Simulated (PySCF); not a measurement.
C2H5O, SMILES [CH2]CO, multiplicity 2. Geometry optimised at PBE-D3(BJ)/def2-TZVP. The isomer is the one that the SMILES or the coordinates give; other isomers of the formula were not compared. Other conformers were not sampled.

Computed equilibrium geometry at PBE-D3(BJ)/def2-TZVP (PySCF confirms it by a frequency run) as Cartesian coordinates in Å (one conformer of several):
```xyz
8

C      1.2393     0.2287     0.0332
C     -0.0309    -0.5185     0.1573
O     -1.1756     0.2510    -0.2419
H      1.3951     0.8809    -0.8272
H      2.0682     0.0583     0.7198
H     -0.0458    -1.4012    -0.5127
H     -0.1518    -0.9104     1.1869
H     -1.1119     1.1030     0.2251
```
Charge 0, spin multiplicity 2.
